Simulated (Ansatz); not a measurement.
Mulliken charges of CH6OSeSi (`OC[SiH2][SeH]`) from ωB97M-V/def2-TZVPP in Ansatz (PBE0-D4/def2-TZVP geometry).

```json
{"atom": "O1", "x (Å)": "-1.455", "y (Å)": "1.109", "z (Å)": "-0.237", "charge (e)": "-0.312"}
{"atom": "C2", "x (Å)": "-0.197", "y (Å)": "0.902", "z (Å)": "0.375", "charge (e)": "-0.149"}
{"atom": "Si3", "x (Å)": "0.195", "y (Å)": "-0.942", "z (Å)": "0.370", "charge (e)": "0.224"}
{"atom": "Se4", "x (Å)": "0.449", "y (Å)": "-1.811", "z (Å)": "-1.721", "charge (e)": "-0.187"}
{"atom": "H5", "x (Å)": "-1.622", "y (Å)": "2.053", "z (Å)": "-0.294", "charge (e)": "0.171"}
{"atom": "H6", "x (Å)": "-0.187", "y (Å)": "1.245", "z (Å)": "1.422", "charge (e)": "0.114"}
{"atom": "H7", "x (Å)": "0.611", "y (Å)": "1.436", "z (Å)": "-0.144", "charge (e)": "0.107"}
{"atom": "H8", "x (Å)": "1.441", "y (Å)": "-1.139", "z (Å)": "1.156", "charge (e)": "-0.021"}
{"atom": "H9", "x (Å)": "-0.925", "y (Å)": "-1.706", "z (Å)": "0.971", "charge (e)": "-0.013"}
{"atom": "H10", "x (Å)": "1.773", "y (Å)": "-1.198", "z (Å)": "-1.894", "charge (e)": "0.066"}
```

Q: By hand: the dipole of these point charges (1 e Å = 4.8032 D).

A: Σ q r = (0.309, 0.261, 0.357) e Å, of length 0.539 e Å = 2.59 D.

Q: How does the dipole of the full density compare? (Best estimate.)

A: Computed: (0.199, 0.485, 0.214) e Å, 2.72 D; the point charges give 0.95 times that, at 30° from its direction.

Point charges leave out the atoms' own dipoles, such as those of lone pairs, and Mulliken's split depends on the basis, so the two needn't agree.
